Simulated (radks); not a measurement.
Values are calculated unless marked as measured or tabulated.
Problem. Isoelectronic series with 51 electrons, each ion in its NIST ground configuration. Code: a radial shooting solver on a logarithmic mesh with Libxc functionals. Model: scalar-relativistic Kohn-Sham, LDA (Slater exchange, Perdew-Wang correlation), spin-polarised, spherical densities, finite nucleus; open shells are filled with parallel spins first (spin-orbit coupling, left out, can overturn this in heavy ions); Fermi nuclear charge, rms radius of each element as measured or else 0.836 A^(1/3) + 0.57 fm. Total energies (hartree) and mean radii <r> (bohr) (* marks an orbital that is empty in some or all of the ions):

ion,configuration,E (hartree),5p down*,5p up*,5s down*,5s up*,4d down
Sb,[Kr] 4d10 5s2 5p3,-6475.82886,2.982,2.869,2.211,2.221,1.028
I2+,[Kr] 4d10 5s2 5p3,-7109.28520,2.214,2.192,1.866,1.871,0.9165
Cs4+,[Kr] 4d10 5s2 5p3,-7776.6561,1.855,1.846,1.632,1.636,0.8300
Pr8+,[Kr] 4d10 4f1 5s2 5p2,-9214.2132,1.472,1.468,1.343,1.343,0.7094
Pm10+,[Kr] 4d10 4f3 5s2,-9986.1962,1.370,1.362,1.261,1.255,0.6722
Eu12+,[Kr] 4d10 4f3 5s2,-10794.4571,1.254,1.248,1.163,1.158,0.6288
Tb14+,[Kr] 4d10 4f5,-11638.7991,1.178,1.170,1.096,1.090,0.5991
Ho16+,[Kr] 4d10 4f5,-12521.0977,1.094,1.088,1.023,1.018,0.5648
Tm18+,[Kr] 4d10 4f5,-13440.8900,1.022,1.017,0.9593,0.9551,0.5342
Lu20+,[Kr] 4d10 4f5,-14398.6725,0.9599,0.9554,0.9031,0.8995,0.5068
Ta22+,[Kr] 4d10 4f5,-15395.2587,0.9051,0.9012,0.8532,0.8500,0.4821
Re24+,[Kr] 4d10 4f5,-16431.2476,0.8565,0.8531,0.8085,0.8057,0.4597
Ir26+,[Kr] 4d10 4f5,-17507.4114,0.8129,0.8100,0.7681,0.7656,0.4393
Au28+,[Kr] 4d10 4f5,-18624.5820,0.7737,0.7711,0.7314,0.7292,0.4206
Tl30+,[Kr] 4d10 4f5,-19783.6385,0.7382,0.7359,0.6979,0.6960,0.4035

Estimate the row of La6+ ([Kr] 4d10 5s2 5p3).

Solution. E (hartree) -8478.2138; 5p down* 1.622; 5p up* 1.617; 5s down* 1.460; 5s up* 1.464; 4d down 0.7604.
